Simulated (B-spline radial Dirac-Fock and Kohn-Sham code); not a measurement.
**Photoemission from Ne at 5610 eV, detector at θ = 90°, φ = 0°**

System: the free neon atom in the configuration [He] 2s2 2p6. Method: Dirac-Hartree-Slater photoionisation with a Latter tail; cross sections with all multipoles, angular parameters from the dipole term and its interference with E2. Computed with a B-spline atomic structure program. Thresholds are tabulated edges, those marked * orbital energies of the model. For linearly polarised light dσ/dΩ = σ/(4π) [1 + β P₂(cos θ) + (δ + γ cos²θ) sin θ cos φ], with θ from the polarisation vector and φ the angle between the beam and the projection of the electron momentum on the plane normal to the polarisation. The dipole factor is 1 + βP₂ and the non-dipole term is the rest of the bracket. Open shells are filled statistically over j.

```
subshell  threshold (eV)   σ (kb)     β     γ      δ  dipole factor  non-dipole term  dσ/dΩ (kb/sr)
      1s           870.2     2.10  2.00  1.53  0.000          0.000            0.000            ≈ 0
      2s          42.10*    0.110  2.00  1.58  0.000          0.000            0.000            ≈ 0
   2p1/2          18.97*  0.00352  0.26  0.78  0.246          0.869           +0.246       0.000313
   2p3/2          18.86*  0.00687  0.24  0.77  0.248          0.878           +0.248       0.000615
```
